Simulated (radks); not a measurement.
Values are calculated unless marked as measured or tabulated.
Spherical quantum dot in the effective-mass picture: electrons in a parabolic well V = omega^2 r^2 / 2 with omega = 0.325, with a point charge +1 (a donor) at the centre, all in effective atomic units (hartree* = m*/eps^2 hartree, bohr* = eps/m* bohr), one dielectric constant everywhere. Level of theory: non-relativistic Kohn-Sham, LDA (Slater exchange, Perdew-Wang correlation), spin-polarised, spherical densities (a radial shooting solver with Libxc functionals). Levels are named by radial order and angular momentum (1s, 1p, 1d, 2s, ...), and open shells are averaged over m.

N = 34, configuration 1s2 1p6 1d10 2s2 1f14. This is the lowest configuration that the search found. Occupied and some empty levels:

| level | occupation | eigenvalue (hartree*) | <r> (bohr*) |
|---|---|---|---|
| 1s | 2 | 6.8398 | 2.203 |
| 1p | 6 | 7.0283 | 4.586 |
| 2s | 2 | 7.0551 | 4.549 |
| 1d | 10 | 7.1364 | 5.268 |
| 1f | 14 | 7.2548 | 5.702 |
| 2p | 0 | 7.2843 | 4.625 |
| 1g | 0 | 7.3865 | 6.036 |
| 2d | 0 | 7.4564 | 5.120 |

Energy (hartree*): total 144.105, kinetic 8.3970, external 42.765, Hartree 101.32, exchange-correlation -8.3810. Static polarisability (adiabatic kernel): 310.9 bohr*^3, against N/omega^2 = 321.9 from the generalised Kohn theorem, which the central charge breaks.

Electron density:

| r (bohr*) | n(r) (e/bohr*^3) |
|---|---|
| 0.213 | 0.3354 |
| 0.750 | 0.1233 |
| 1.29 | 0.05146 |
| 1.82 | 0.02667 |
| 2.36 | 0.01977 |
| 2.89 | 0.02032 |
| 3.43 | 0.02374 |
| 3.97 | 0.02740 |
| 4.50 | 0.02952 |
| 5.04 | 0.02884 |
| 5.58 | 0.02489 |
| 6.11 | 0.01845 |
| 6.65 | 0.01140 |
| 7.18 | 0.005731 |
| 7.72 | 0.002302 |
| 8.26 | 0.0007324 |
| 8.79 | 0.0001835 |
| 9.33 | 0.00003643 |
| 9.86 | 5.710e-06 |
| 10.4 | 7.143e-07 |
